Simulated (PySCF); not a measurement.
**Computed structure and properties of [Pm(H2O)3]3+**

System: [Pm(H2O)3]3+ (singlet in the valence; each metal's 4f electrons, 4 of them, lie in its core potential, out of spins and levels); start: displaced along the imaginary mode (D3). Method: PySCF 2.14.0, RKS PBE0, Pm lcecp-1-SVP with ECP50, O def2-SVP, H def2-SVP; non-relativistic Hamiltonian with scalar-relativistic core potentials where named; density fitting; no spin-orbit coupling.

Input of the relaxation:

```python
mol = gto.M(atom='''
Pm     0.00000     0.00000     0.00000
O      2.33758     0.00001    -0.00000
H      2.95446    -0.24999     0.77026
H      2.95446     0.25001    -0.77026
O     -1.16880     2.02440     0.00000
H     -1.26074     2.68363     0.77026
H     -1.69375     2.43363    -0.77026
O     -1.16878    -2.02441     0.00000
H     -1.69373    -2.43365     0.77026
H     -1.26071    -2.68365    -0.77026''',
    basis={'Pm': 'lcecp-1-SVP', 'O': 'def2-SVP', 'H': 'def2-SVP'},
    ecp={'Pm': 'lcecp-1-SVP'},
    charge=3, spin=0)
mf = dft.RKS(mol, xc='PBE0')
mf.grids.atom_grid = (50, 194)  # f atoms: unpruned, at least (60, 302)
mf = mf.density_fit()  # fitting sets: Pm AutoAux, O def2-universal-JKFIT, H def2-universal-JKFIT
mf.conv_tol = 1e-08; mf.max_cycle = 55
mf.kernel(dm0)  # dm0: converged density of the start geometry
# quasi-Newton relaxation in Cartesian coordinates to a largest gradient under 0.00045 Eh/bohr, steps kept in the point group
```

Run from Python with OMP_NUM_THREADS=2; the lines above give its settings. Where DIIS fails, smearing, a level shift and second-order steps follow.
It took 3.1 min on 2 threads of Arm Neoverse V2, on a shared host, from the converged density of the start.

Course of the relaxation:

```json
{"step": "0", "energy above end (eV)": "0.2612", "largest force component within the symmetry (eV/Å)": "1.176"}
{"step": "1", "energy above end (eV)": "0.1104", "largest force component within the symmetry (eV/Å)": "0.153"}
{"step": "2", "energy above end (eV)": "0.1033", "largest force component within the symmetry (eV/Å)": "0.048"}
{"step": "3", "energy above end (eV)": "0.0984", "largest force component within the symmetry (eV/Å)": "0.156"}
{"step": "4", "energy above end (eV)": "0.0944", "largest force component within the symmetry (eV/Å)": "0.250"}
{"step": "5", "energy above end (eV)": "0.0875", "largest force component within the symmetry (eV/Å)": "0.322"}
{"step": "6", "energy above end (eV)": "0.0734", "largest force component within the symmetry (eV/Å)": "0.264"}
{"step": "7", "energy above end (eV)": "0.0566", "largest force component within the symmetry (eV/Å)": "0.040"}
{"step": "17", "energy above end (eV)": "0.0027", "largest force component within the symmetry (eV/Å)": "0.047"}
{"step": "18", "energy above end (eV)": "0.0023", "largest force component within the symmetry (eV/Å)": "0.142"}
{"step": "19", "energy above end (eV)": "0.0014", "largest force component within the symmetry (eV/Å)": "0.039"}
{"step": "20", "energy above end (eV)": "0.0009", "largest force component within the symmetry (eV/Å)": "0.024"}
{"step": "21", "energy above end (eV)": "0.0005", "largest force component within the symmetry (eV/Å)": "0.104"}
{"step": "22", "energy above end (eV)": "0.0000", "largest force component within the symmetry (eV/Å)": "0.002"}
```
(The steps between are left out.)

Relaxed geometry (D3):

```xyz
10

Pm    0.0000    0.0000    0.0000
O     2.3232    0.0000    0.0000
H     2.9394   -0.7468    0.1927
H     2.9394    0.7468   -0.1927
O    -1.1616    2.0120    0.0000
H    -0.8229    2.9190    0.1927
H    -2.1165    2.1721   -0.1927
O    -1.1616   -2.0120    0.0000
H    -2.1164   -2.1722    0.1927
H    -0.8229   -2.9190   -0.1927
```

```json
{"contact": "Pm1–O2 (H2O)", "Å": "2.323"}
{"contact": "Pm1–O5 (H2O)", "Å": "2.323"}
{"contact": "Pm1–O8 (H2O)", "Å": "2.323"}
```

On the finer grid (75, 302):

The HOMO is -24.97 eV and the LUMO is -16.77 eV. The dipole about the centre of mass is 0.00 D. The set of Mulliken populations of Pm1 outside the core potential is s 2.10, p 6.13, d 0.70, f 0.05 and the D3(BJ) dispersion energy (not in the energies) is -0.123 eV.

| atom | Mulliken (e) | Löwdin (e) | spin (e) |
| --- | --- | --- | --- |
| Pm1 | 2.02 | 1.70 | 0.00 |
| O2 | -0.33 | 0.02 | 0.00 |
| H3 | 0.33 | 0.21 | 0.00 |
| H4 | 0.33 | 0.21 | 0.00 |
| O5 | -0.33 | 0.02 | 0.00 |
| H6 | 0.33 | 0.21 | 0.00 |
| H7 | 0.33 | 0.21 | 0.00 |
| O8 | -0.33 | 0.02 | 0.00 |
| H9 | 0.33 | 0.21 | 0.00 |
| H10 | 0.33 | 0.21 | 0.00 |

The 4f levels lie in the core potential and are missing. Their spin isn't counted.

On the grid (50, 194), as all that follows. Harmonic modes: a minimum within the noise of the softest modes; lowest -18 cm⁻¹ (negative: unstable), highest 3620 cm⁻¹, zero-point energy 1.996 eV.

Taking off one H2O (charge 0, singlet; the rest: singlet) in vacuum, both parts rigid, costs 3.63 eV; the small basis without counterpoise inflates it. Parting with an electron moved from the ligand to the metal can be far cheaper, even downhill.

Rigid scan of H2O along the line from its metal:

| distance to O2 (Å) | energy (eV) |
| --- | --- |
| 2.02 | 0.663 |
| 2.12 | 0.253 |
| 2.22 | 0.054 |
| 2.32 | 0.000 |
| 2.42 | 0.041 |
| 2.52 | 0.143 |
| 2.72 | 0.444 |

One start shape was tried, so this needn't be the lowest isomer.

An lcecp potential fixes the number of 4f electrons, so in runs with it no electron can move into or out of that shell.
